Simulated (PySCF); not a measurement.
## Spin states of CdN⁺

Unrestricted PBE0; basis Cd cc-pVDZ-PP with ECP28, N cc-pVDZ; scalar-relativistic core potentials; PySCF 2.14. Outer shells of the fragments: Cd+ 4d10 5s1; N 2s2 2p3.

Followed along the bond (rough minima from three points):

```
2Ms+1    unpaired  ⟨S²⟩ at the start  R at minimum (Å)  Te (eV)
    3        π ↑↑               2.30              2.19     0.00
    1        π ↑↓               1.00              2.10     0.77
    5  σ ↑↑, π ↑↑               6.00  none in the scan   ≤ 1.00
```

Solutions found at the starting distance of 2.155 Å, counted from the lowest of them; the search is not exhaustive and high or unbound solutions are not listed, so other states can lie among these:

```csv
2Ms+1,unpaired,term,E (eV),⟨S²⟩,⟨Lz²⟩,μ (D)
3,π ↑↑,³Σ⁻,0.00,2.30,0.00,-1.59
1,π ↑↓,mixed,0.78,1.00,2.01,-2.43
5,"σ ↑↑, π ↑↑",⁵Σ⁻,1.31,6.00,0.00,1.61
3,"σ ↑↑, π ↑↓",mixed,2.57,3.01,2.01,1.56
1,"σ ↓↓, π ↑↑",mixed,2.59,2.01,0.00,1.55
1,none,mixed,2.61,0.00,2.00,-2.58
3,"σ ↑, π ↑",³Π,2.79,2.01,1.01,-3.92
1,"σ ↓, π ↑",mixed,3.17,1.01,1.01,-3.52
3,"σ ↑, π ↑",³Π,3.35,2.00,1.00,2.22
1,"σ ↓, π ↑",mixed,3.45,1.00,1.00,2.21
3,σ ↑↑,mixed,4.45,2.00,2.00,1.57
5,"σ ↑, π ↑↑↑",⁵Π,5.75,6.01,1.00,0.87
3,"σ ↑, π ↑↑↓",mixed,6.94,3.01,3.01,0.83
```

A term symbol is given only where ⟨S²⟩ and ⟨Lz²⟩ are close to those of a pure state; real π, δ and φ orbitals otherwise mix terms. A positive dipole points towards N; it is taken about the centre of mass and depends on that origin.

Spin–orbit coupling is left out. Counting both spins, an empty level lies below a filled one in some of these solutions, because spin and occupation are held.
